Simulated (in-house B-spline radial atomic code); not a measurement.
## RPA and G0W0 on HSE06: Ba VI (Ba5+)

Configuration [Kr] 4d10 5s2 5p3, highest spin, mean-field start HSE06. Computed with a B-spline radial code for spherical atoms: all electrons, scalar-relativistic (spin-free one-electron X2C), finite nucleus, each spin shell either full or empty, empty states to l = 9 with an (l + 1/2)⁻⁴ tail; G0W0 by contour deformation at full frequency.

Spin-orbit coupling, left out, splits p levels strongly here.

Command:
```bash
python run_gw.py task.json out
```
Settings (radii: box in bohr, nucleus in fm):
```
Z                        56
electrons                51
configuration            [Kr] 4d10 5s2 5p3
hamiltonian              x2c
method                   hse06
lmax                     9
rms_radius               4.8378
spin_polarised           True
box_radius               10.43
intervals                67
```

Run time, properties included: 7.2 s on 1 thread of Intel(R) Xeon(R) Platinum 8375C CPU @ 2.90GHz, with other jobs on the host.

Energies (hartree):

```
                                     term        value
                         mean-field total  -8128.56837
Hartree-Fock functional on these orbitals  -8126.05666
                      direct second order      -4.5934
                    second-order exchange       1.2599
                         SOSEX correction       1.1813
```

Task: What is the RPA correlation energy, and what remains with SOSEX?

Result: RPA gives -4.0663 hartree (-2.17 eV per electron); RPA + SOSEX gives -2.8849, and the second-order doubles -3.3335 hartree (no singles). SOSEX takes back 29 % of the RPA value.

Quasi-particle levels (eV):

```json
{"level": "5p up", "occupied": "yes", "mean field": "-68.97", "Σx - vxc": "-4.69", "Σc": "?", "QP weight": "?", "G0W0": "?"}
{"level": "5s down", "occupied": "yes", "mean field": "-82.24", "Σx - vxc": "-2.40", "Σc": "-3.03", "QP weight": "0.958", "G0W0": "-87.66"}
{"level": "5p down", "occupied": "no", "mean field": "-63.26", "Σx - vxc": "6.83", "Σc": "-2.82", "QP weight": "0.950", "G0W0": "-59.25"}
```

G0W0 = mean field + (Σx - vxc) + Σc, with Σc (partial-wave tail included) taken at the quasi-particle energy. Only the outer levels were computed. Levels of low weight are left out.

Task: Where does G0W0 put 5p up?

Result: At -74.41 eV, with Σc = -0.75 eV and a quasi-particle weight of 0.951. The tabulated removal energy is 71 ± 2 eV (NIST, tabulated theory); the calculation leaves out spin-orbit coupling, Breit and QED terms, and what these don't explain is the method's own error.
